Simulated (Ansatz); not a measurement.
```yaml
crystal:
  periodic: [false, false, false]
  atoms:
    - {symbol: F, position_ang: [-1.451842, -1.412943, 0.594437]}
    - {symbol: C, position_ang: [-0.282689, -0.760373, 0.970649]}
    - {symbol: C, position_ang: [0.801280, -1.005529, -0.057372]}
    - {symbol: C, position_ang: [0.535790, 0.010004, -1.186771]}
    - {symbol: C, position_ang: [-0.495755, 1.006539, -0.620870]}
    - {symbol: C, position_ang: [-0.549118, 0.732841, 0.867154]}
    - {symbol: F, position_ang: [0.500137, 1.382430, 1.508528]}
    - {symbol: H, position_ang: [-0.031824, -1.081084, 1.984015]}
    - {symbol: H, position_ang: [0.790078, -2.044615, -0.389040]}
    - {symbol: H, position_ang: [1.769046, -0.818986, 0.413081]}
    - {symbol: H, position_ang: [1.458313, 0.513892, -1.476876]}
    - {symbol: H, position_ang: [0.147905, -0.480684, -2.080011]}
    - {symbol: H, position_ang: [-1.486763, 0.819682, -1.040002]}
    - {symbol: H, position_ang: [-0.248015, 2.051505, -0.811913]}
    - {symbol: H, position_ang: [-1.478242, 1.036522, 1.354191]}
basis:
  gaussian: {orbitals: x2c-TZVPPall, fitting: {mean_field: def2-universal-jkfit}}
total_charge: -1
magnetization: {spin_polarized: true, initial_magnetization: 1}
hamiltonian: {xc: {name: HF}}
correlation: {active_space: {window: {electrons: 2, orbitals: 1}}}
scf: {lower_state_search: light}
```

```sh
$ ansatz run in.yaml --threads 4 --pin off --events-out ev --progress --plain --max-ram 11315MiB
```

(1) How does Ansatz answer? (An estimate is asked.)

Answers

(1) Ansatz gave: The input was rejected before any iteration.
```
Error: invalid value for `correlation.active_space`: it starts from restricted Hartree–Fock orbitals; set hamiltonian.xc: hf without magnetization.spin_polarized
```
